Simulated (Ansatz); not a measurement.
`C=C[SiH2][SiH](O)O` + H₂ → `C=C[SiH3]` + `O[SiH2]O`  (hydrogenolysis of the Si–Si bond)

Program: Ansatz. Geometries: PBE0-D4/def2-TZVP. ΔE: electronic, gas phase. CCSD(T)/CBS adds triple-zeta CCSD(T) − MP2 to the extrapolated MP2 energy (def2 sets, frozen cores). This one scheme is used for every species. DFT in def2-TZVPP. B3LYP here is the variant with VWN-RPA as its local correlation; programs differ in this. One conformer a species, not always the lowest.

| level | ΔE (kcal/mol) |
| --- | --- |
| r2SCAN-D4 | -5.7 |
| B3LYP-D4 | -6.7 |
| ωB97X-V | -7.4 |
| PBE0 | -7.2 |
| HF/def2-TZVPP | -16.3 |
| HF/def2-QZVPP | -16.5 |
| MP2/CBS(def2) | -7.6 |
| CCSD/CBS(def2) | -9.0 |

(1) What does CCSD(T)/CBS give? (Estimate.)

Largest T1 diagnostic among the species: 0.013.

Answers

(1) The calculation gave: -7.4 kcal/mol. The listed levels differ from it by 1.7, 0.7, 0.0, 0.2, -8.9, -9.1, -0.2, -1.6 kcal/mol.

The D4 term adds +3.8 kcal/mol with B3LYP and +2.2 kcal/mol with PBE0; it sums over pairs of atoms, weighted by their polarisabilities, and B3LYP, whose exchange is more repulsive, gets the larger term. From PBE to PBE0 (25 % exact exchange), in def2-TZVPP and without D4, ΔE moves by −1.7 kcal/mol. In def2-TZVPP, CCSD(T) changes the Hartree–Fock value by +8.3 kcal/mol (the triples alone add +1.6 kcal/mol) and MP2 by +8.2 kcal/mol.
